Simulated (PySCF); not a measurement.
Static response to an electric field

Compound: C5H5O2P.
Geometry (GFN2-xTB, Å), atoms numbered from 1 in this order:
```
atom  x, y, z in Å
C1    -2.1450   -0.1628   -0.2758
C2    -1.1739    0.2865    0.7830
O3    -1.5143    0.7822    1.8331
C4     0.2434    0.0789    0.4499
C5     1.2679    0.4239    1.2913
O6     2.4846    0.1732    0.8448
C7     2.4519   -0.3825   -0.3757
P8     0.9023   -0.6307   -1.0478
H9    -2.0068   -1.2254   -0.4689
H10   -1.9485    0.3755   -1.2016
H11   -3.1655    0.0228    0.0476
H12    1.1854    0.8718    2.2659
H13    3.4140   -0.6129   -0.7991
```

Level: wB97X-D/def2-SVPD (PySCF), static field, nuclei fixed, core orbitals frozen in the response. The polarisability tensor in these axes (au):

```
x   104.65  -3.23  -3.00
y    -3.23  62.93  14.11
z    -3.00  14.11  86.94
```

Task: Diagonalise the tensor; give its mean and Δα, where Δα² is half the sum of the squared differences of the eigenvalues.

Result: Principal values 56.35, 92.15 and 106.02 au; mean 84.84 au = 12.57 Å³ = 13.99 × 10⁻⁴⁰ C²·m²/J; Δα = 44.39 au (52 % of the mean).

Task: What is the dipole moment, and where does it point?

Result: (1.46, -0.79, -1.59) D, 2.30 D in size, pointing from the negative to the positive side. Measured along this direction, the outermost atoms are O3 at the negative end and H13 at the positive end.

Task: What depolarisation ratio follows for Rayleigh scattering of linearly polarised light, taking the static tensor?

Result: ρ = 3Δα²/(45ᾱ² + 4Δα²) = 5912.1/(323910 + 7882.8) = 0.0178.

Task: Form Σ f/ω² (atomic units) for the 8 lowest TDDFT singlets, given as eV and f, and set it beside the mean polarisability, which is this sum over all singlets: 4.05, 0.0002; 5.23, 0.0430; 5.48, 0.0227; 5.96, 0.0120; 6.00, 0.2360; 6.19, 0.0022; 6.37, 0.0001; 6.47, 0.1834.

Result: They add up to 10.13 au, 11.9 % of the 84.84 au; the largest single term is 4.86 au, from the state at 6.00 eV. Terms in order: 0.01, 1.16, 0.56, 0.25, 4.86, 0.04, 0.00, 3.24 au. Higher excitations give the rest. The strengths listed sum to 0.500.

Task: How large is μ²/3kT at 273 K beside α?

Result: In Gaussian units μ²/3kT = 46.60 Å³ against 12.57 Å³, a ratio of 3.71; the Debye molar polarisation (4π/3)N_A(α + μ²/3kT) is 149.3 cm³/mol, leaving out the vibrational part.

Task: What are the principal values of the traceless quadrupole moment, Θ = ½Σq(3rr − r²1), about the centre of nuclear charge?

Result: -9.38, 0.18, 9.20 D·Å. The values depend on the origin, since the dipole doesn't vanish. The electronic extent ⟨r²⟩ about the same centre is 1084 bohr², a root-mean-square distance of 2.15 Å for the 66 electrons.

Task: Molar refractivity from α?

Result: Lorentz–Lorenz: R = (4π/3)N_A α = 2.5225 cm³/(mol·Å³) × 12.57 Å³ = 31.7 cm³/mol, in the limit of long wavelengths.

Geometry: GFN2-xTB, one conformer, isolated molecule.
